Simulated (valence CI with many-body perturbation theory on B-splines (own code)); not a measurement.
## Sensitivity of CI+MBPT for W⁴³⁺

Computed by valence CI with perturbative core correlation (CI+MBPT): three valence electrons over a frozen Dirac-Fock core [Ar] 3d10, radial functions for each j: 6 s, 6 p, 5 d, 3 f, 1 g, with the one-electron correlation potential Σ1 (screened to all orders), the two-electron term Σ2, the three-electron term Σ3, Breit, model QED; selected single and double excitations, second order for the rest, scaled by the run's own slope (own B-spline code, finite nucleus).

No measured spectrum was set against this ion. As an estimate, large intervals hold to a few tenths of a per cent, small ones and those within an open d or f shell to about a per cent.

The reference run has the lowest level (4s^2 4p1/2) J=1/2 and an ionisation energy of 2207.57 eV. Its largest variational space holds 2728 state functions.

Levels are named by their leading jj configuration (3d3/2^4 stands for four electrons in 3d with j = 3/2), which in mixed levels can hold well under half, so a name can repeat and another be missing. Letters in brackets count levels of one name in rising energy.

Changed runs:
A. highest l with Σ1, explicit Σ2 and valence Breit (higher l get mean screening factors) 3 → 2
B. three-electron term on → off
C. screening of Σ1 on → off
D. Davidson iteration limit 60 → 3 (bad on purpose)

Excitation energies of the reference run in cm⁻¹, and shifts in cm⁻¹:

| Level | Reference | A | B | C | D |
| --- | --- | --- | --- | --- | --- |
| (4s 4p1/2^2) J=1/2 | 780394 | +6.9 | -54 | -16 | 0 |
| (4s^2 4p3/2) J=3/2 | 791899 | -6.1 | -11 | +121 | 0 |
| (4s 4p1/2 4p3/2) J=3/2 [a] | 1466260 | -39 | -138 | +102 | 0 |
| (4s 4p1/2 4p3/2) J=5/2 | 1533910 | -18 | -97 | +103 | 0 |
| (4s 4p1/2 4p3/2) J=3/2 [b] | 1629790 | +0.1 | -42 | +102 | 0 |
| (4s 4p1/2 4p3/2) J=1/2 | 1650180 | +6.6 | -9.3 | +103 | 0 |
| (4s^2 4d3/2) J=3/2 | 2088080 | +256 | -26 | +62 | 0 |
| (4s^2 4d5/2) J=5/2 | 2207160 | +119 | -129 | +145 | 0 |
| (4s 4p3/2^2) J=5/2 | 2347640 | +122 | +8.8 | +182 | 0 |
| (4p1/2^2 4p3/2) J=3/2 | 2412820 | +6.6 | -102 | +84 | 0 |
| (4s 4p3/2^2) J=1/2 | 2441890 | +50 | +19 | +223 | 0 |
| (4s 4p3/2^2) J=3/2 | 2471530 | +26 | +11 | +221 | 0 |
| Ionisation energy (eV) | 2207.57 | -0.0039 | +0.05 | +0.09 | 0 |

Run D: The Davidson iterations stopped at their limit.
